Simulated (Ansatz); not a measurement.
Al₄Ru, relaxed as a singlet with RKS PBE0-D4/def2-SVP in Ansatz, starting from the GFN1-xTB geometry. Force threshold 0.02 eV/Å.

In the def2 sets Ru takes a core potential; there is no spin–orbit coupling. The structure comes from a short search, and lower isomers may exist.

Start:

```xyz
5

Ru    0.627    0.077    0.959
Al   -0.145    1.304   -0.994
Al   -1.503    1.325    1.260
Al   -0.602   -1.773   -0.112
Al    1.623   -0.932   -1.113
```

```
step  energy (eV)  largest force component (eV/Å)  SCF passes
   1  -28948.6736                           2.072          26
   2  -28949.2539                           0.337          32
   3  -28949.3750                           0.114          29
   4  -28949.3932                           0.093          26
   5  -28949.3962                           0.047          27
   6  -28949.3966                           0.007          20
```

Force components are those of the run's own axes.

End:

Cartesian coordinates in Å:
```
Ru 0.602 0.135 0.718
Al -0.134 1.210 -1.155
Al -1.484 1.029 1.468
Al -0.870 -1.435 -0.043
Al 1.885 -0.939 -0.988
```

By distances, no bond broke or formed. The bond that changes most is Al4–Al5, from 2.58 to 2.95 Å (atoms count from 1). The end is the same structure that another start reached, the lowest one found.

No frequencies were taken in this run, so the end may be a saddle point.

Run time 9.5 s (4 threads of Arm Neoverse V1 on a shared host).
